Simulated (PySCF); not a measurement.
A side-by-side comparison of computed properties.

First species: C5H5F3Si.
SMILES: `[Si@@]1(CF)(C=C(C=C1)F)F`

Second species: C5H5F3Si.
SMILES: `C#C[SiH2]/C=C/C(F)(F)F`

Levels: CAM-B3LYP/def2-SVPD for dipole moment, HOMO energy, LUMO energy, HOMO–LUMO gap, static isotropic polarisability and electronic spatial extent ⟨r²⟩ about the centre of nuclear charge; TDDFT CAM-B3LYP/def2-SVPD for lowest singlet excitation; TDA CAM-B3LYP/def2-SVPD for lowest triplet excitation (Tamm–Dancoff); GFN2-xTB for rotational constant A and rotational constant C. Geometries: GFN2-xTB. Each structure is a single optimised conformer of the isolated species, non-relativistic unless stated. Electronic properties by PySCF.

The conformers computed, where there is a choice (atom-mapped SMILES and torsion angles):
- `[F:1][CH2:2][Si@:3]1([F:4])[CH:5]=[CH:6][C:7]([F:8])=[CH:9]1`: F1–C2–Si3–F4 180°
- `[CH:1]#[C:2][SiH2:3]/[CH:4]=[CH:5]/[C:6]([F:7])([F:8])[F:9]`: C2–Si3–C4–C5 7°, C4–C5–C6–F7 125°

Task: Which has the higher HOMO energy?

Result: The first: -8.51 eV against -9.98 eV, a difference of 1.47 eV.

Task: Which of the two has the higher rotational constant C, and by how much?

Result: The first: 0.818 GHz against 0.554 GHz, a difference of 0.264 GHz.

Task: Which has the higher HOMO–LUMO gap?

Result: The second: 9.85 eV against 7.33 eV, a difference of 2.52 eV.

Task: Which of the two has the higher T1 energy, and by how much?

Result: The second: 4.30 eV against 2.48 eV, a difference of 1.82 eV.

Task: Which has the higher dipole moment?

Result: The second: 2.77 D against 1.24 D, a difference of 1.53 D.

Task: Which has the higher ⟨r²⟩?

Result: The second: 1896 bohr² against 1419 bohr², a difference of 477 bohr².

Task: Which of the two has the higher static isotropic polarisability, and by how much?

Result: The second: 85.1 au against 78.1 au, a difference of 7.0 au.

Task: Which has the higher LUMO energy?

Result: The second: -0.13 eV against -1.18 eV, a difference of 1.05 eV.

On the first: S1 lies 3.27 eV below the HOMO–LUMO gap; its leading configuration is HOMO→LUMO, weight 0.98. No computed singlet falls in the visible range (750 to 380 nm, 1.65 to 3.26 eV); S1 lies 0.80 eV above its blue end.

On the second: S1 lies 3.72 eV below the HOMO–LUMO gap; its leading configuration is HOMO→LUMO+1, weight 0.47. The polarisability is 12.61 Å³ as a volume (1 au = 0.148185 Å³), or 1.12 au for each of the 76 electrons.
